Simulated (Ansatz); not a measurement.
Ansatz (an electronic-structure program) job for C2H3ClF2Si, SMILES C=C[Si](F)(F)Cl, PBE-D3(BJ)/def2-SVP. 

Ansatz 0.2 input:
```yaml
crystal:
  periodic: [false, false, false]
  atoms:
    - {symbol: C, position_ang: [-2.54454269, 0.63014885, 0.35154356]}
    - {symbol: C, position_ang: [-1.42078750, 0.84277343, -0.34756561]}
    - {symbol: Si, position_ang: [0.18643521, 0.13178329, 0.18365065]}
    - {symbol: F, position_ang: [-0.03021641, -0.74487895, 1.52024225]}
    - {symbol: F, position_ang: [1.26122840, 1.27648579, 0.54895496]}
    - {symbol: Cl, position_ang: [1.03625920, -1.05820924, -1.25064826]}
    - {symbol: H, position_ang: [-2.54723910, 0.02850223, 1.26625322]}
    - {symbol: H, position_ang: [-3.50782175, 1.04732936, 0.03907493]}
    - {symbol: H, position_ang: [-1.45856534, 1.44676416, -1.26205955]}
basis:
  gaussian:
    orbitals: def2-SVP
hamiltonian:
  xc: pbe
  dispersion: d3bj
relax: {f_tol: 0.002, max_steps: 200}
```

Log of the run:

```
WARN ansatz: RAYON_NUM_THREADS=1 ignored (pool sized by the plan → 1); use --threads N
Functional definition: PBE
integrals: 0.05 GiB planned
1177 factors; their error is unknown
mean field: 0.28 GiB planned
mean field evaluation 1: about -27923.4829 eV, gradient 6.1e1 eV
mean field evaluation 2: about -27909.7716 eV, gradient 1.0e2 eV
mean field evaluation 4: about -27931.6300 eV, gradient 8.5e0 eV
mean field evaluation 8: about -27931.8086 eV, gradient 1.1e-1 eV
mean field evaluation 16: about -27931.7270 eV, gradient 4.5e-4 eV
mean field -27931.72695519 eV, -1026.4720327987 hartree, gradient 6.0e-5 eV, S^2 0.000000; 0 other end points of the search recorded, 0 dependent functions left out
the calculation of the forces begins
reference -27931.72698610 eV, -1026.4720339347 hartree; 32, 32 occupied and 75, 75 virtual orbitals, 1177 factors
relax step   1: F+E_penalty+E_count = -27931.94168032 eV  Δ(F+E_penalty+E_count) = +0.000e0 eV  max|allowed force component| = 3.566e-1 eV/Å  Δτ_max = 0.0000 Å  (27 SCF iters, accepted)
these checks for a lower state are left out or cut short: starts, cluster_reference, orbital_swaps, neighbouring_geometries, increment
integrals: 0.05 GiB planned
1177 factors; their error is unknown
mean field: 0.28 GiB planned
mean field -27931.73719141 eV, -1026.4724089727 hartree, gradient 1.5e-5 eV, S^2 0.000000; 0 other end points of the search recorded, 0 dependent functions left out
the calculation of the forces begins
reference -27931.73722240 eV, -1026.4724101117 hartree; 32, 32 occupied and 75, 75 virtual orbitals, 1177 factors
relax step   2: F+E_penalty+E_count = -27931.95131745 eV  Δ(F+E_penalty+E_count) = -9.637e-3 eV  max|allowed force component| = 2.319e-1 eV/Å  Δτ_max = 0.0105 Å  (31 SCF iters, accepted)
these checks for a lower state are left out or cut short: starts, cluster_reference, orbital_swaps, neighbouring_geometries, increment
integrals: 0.05 GiB planned
1177 factors; their error is unknown
mean field: 0.28 GiB planned
mean field evaluation 32: about -27931.7394 eV, gradient 1.5e-5 eV
mean field -27931.73942048 eV, -1026.4724908897 hartree, gradient 1.5e-5 eV, S^2 0.000000; 0 other end points of the search recorded, 0 dependent functions left out
the calculation of the forces begins
reference -27931.73945149 eV, -1026.4724920293 hartree; 32, 32 occupied and 75, 75 virtual orbitals, 1177 factors
relax step   3: F+E_penalty+E_count = -27931.95324463 eV  Δ(F+E_penalty+E_count) = -1.927e-3 eV  max|allowed force component| = 3.043e-2 eV/Å  Δτ_max = 0.0125 Å  (31 SCF iters, accepted)
these checks for a lower state are left out or cut short: starts, cluster_reference, orbital_swaps, neighbouring_geometries, increment
integrals: 0.05 GiB planned
1177 factors; their error is unknown
mean field: 0.28 GiB planned
mean field -27931.73941983 eV, -1026.4724908656 hartree, gradient 9.2e-6 eV, S^2 0.000000; 0 other end points of the search recorded, 0 dependent functions left out
the calculation of the forces begins
reference -27931.73945083 eV, -1026.4724920052 hartree; 32, 32 occupied and 75, 75 virtual orbitals, 1177 factors
relax step   4: F+E_penalty+E_count = -27931.95324527 eV  Δ(F+E_penalty+E_count) = -6.456e-7 eV  max|allowed force component| = 3.067e-2 eV/Å  Δτ_max = 0.0002 Å  (18 SCF iters, accepted)
these checks for a lower state are left out or cut short: starts, cluster_reference, orbital_swaps, neighbouring_geometries, increment
integrals: 0.05 GiB planned
1177 factors; their error is unknown
mean field: 0.28 GiB planned
mean field -27931.73884905 eV, -1026.4724698900 hartree, gradient 1.5e-5 eV, S^2 0.000000; 0 other end points of the search recorded, 0 dependent functions left out
the calculation of the forces begins
reference -27931.73888004 eV, -1026.4724710289 hartree; 32, 32 occupied and 75, 75 virtual orbitals, 1177 factors
relax step   5: F+E_penalty+E_count = -27931.95270905 eV  Δ(F+E_penalty+E_count) = +5.362e-4 eV  max|allowed force component| = 9.026e-2 eV/Å  Δτ_max = 0.0183 Å  (30 SCF iters, rejected (line search))
these checks for a lower state are left out or cut short: starts, cluster_reference, orbital_swaps, neighbouring_geometries, increment
integrals: 0.05 GiB planned
1177 factors; their error is unknown
mean field: 0.28 GiB planned
mean field -27931.73955751 eV, -1026.4724959253 hartree, gradient 1.5e-5 eV, S^2 0.000000; 0 other end points of the search recorded, 0 dependent functions left out
the calculation of the forces begins
reference -27931.73958850 eV, -1026.4724970642 hartree; 32, 32 occupied and 75, 75 virtual orbitals, 1177 factors
relax step   6: F+E_penalty+E_count = -27931.95343236 eV  Δ(F+E_penalty+E_count) = -1.871e-4 eV  max|allowed force component| = 6.960e-3 eV/Å  Δτ_max = 0.0076 Å  (31 SCF iters, accepted)
these checks for a lower state are left out or cut short: starts, cluster_reference, orbital_swaps, neighbouring_geometries, increment
integrals: 0.05 GiB planned
1177 factors; their error is unknown
mean field: 0.28 GiB planned
mean field -27931.73954731 eV, -1026.4724955505 hartree, gradient 1.6e-5 eV, S^2 0.000000; 0 other end points of the search recorded, 0 dependent functions left out
the calculation of the forces begins
reference -27931.73957830 eV, -1026.4724966896 hartree; 32, 32 occupied and 75, 75 virtual orbitals, 1177 factors
relax step   7: F+E_penalty+E_count = -27931.95343526 eV  Δ(F+E_penalty+E_count) = -2.900e-6 eV  max|allowed force component| = 2.770e-3 eV/Å  Δτ_max = 0.0008 Å  (22 SCF iters, accepted)
these checks for a lower state are left out or cut short: starts, cluster_reference, orbital_swaps, neighbouring_geometries, increment
integrals: 0.05 GiB planned
1177 factors; their error is unknown
mean field: 0.28 GiB planned
mean field -27931.73955669 eV, -1026.4724958952 hartree, gradient 1.2e-5 eV, S^2 0.000000; 0 other end points of the search recorded, 0 dependent functions left out
the calculation of the forces begins
reference -27931.73958768 eV, -1026.4724970342 hartree; 32, 32 occupied and 75, 75 virtual orbitals, 1177 factors
relax step   8: F+E_penalty+E_count = -27931.95343586 eV  Δ(F+E_penalty+E_count) = -6.044e-7 eV  max|allowed force component| = 5.210e-4 eV/Å  Δτ_max = 0.0006 Å  (21 SCF iters, accepted)
integrals: 0.05 GiB planned
1177 factors; their error is unknown
mean field: 0.28 GiB planned
mean field evaluation 64: about -27931.7396 eV, gradient 1.2e-5 eV
mean field -27931.73955669 eV, -1026.4724958952 hartree, gradient 1.2e-5 eV, S^2 0.000000; 1 other end points of the search recorded, 0 dependent functions left out
the calculation of the forces begins
reference -27931.73958768 eV, -1026.4724970342 hartree; 32, 32 occupied and 75, 75 virtual orbitals, 1177 factors
Total energy: -27931.95346686 eV, -1026.4803569489 hartree
Atom 0 at    -2.550359     0.630085     0.352897 Å, force    -0.000203     0.000129     0.000289 eV/Å
Atom 1 at    -1.421513     0.845299    -0.352701 Å, force    -0.000041     0.000121    -0.000021 eV/Å
Atom 2 at     0.190992     0.130996     0.183710 Å, force     0.000457     0.000334     0.000521 eV/Å
Atom 3 at    -0.031559    -0.752493     1.529689 Å, force    -0.000257    -0.000205    -0.000288 eV/Å
Atom 4 at     1.274843     1.283451     0.551739 Å, force     0.000021     0.000137    -0.000194 eV/Å
Atom 5 at     1.040690    -1.063092    -1.255862 Å, force     0.000122    -0.000237    -0.000112 eV/Å
Atom 6 at    -2.548498     0.023467     1.274023 Å, force    -0.000149    -0.000212     0.000025 eV/Å
Atom 7 at    -3.521709     1.049395     0.039903 Å, force     0.000200     0.000078    -0.000100 eV/Å
Atom 8 at    -1.458138     1.453591    -1.273953 Å, force    -0.000150    -0.000146    -0.000119 eV/Å
Dipole moment:    -0.462765     0.137773    -0.142535 e Å
```

Self-consistency was reached.
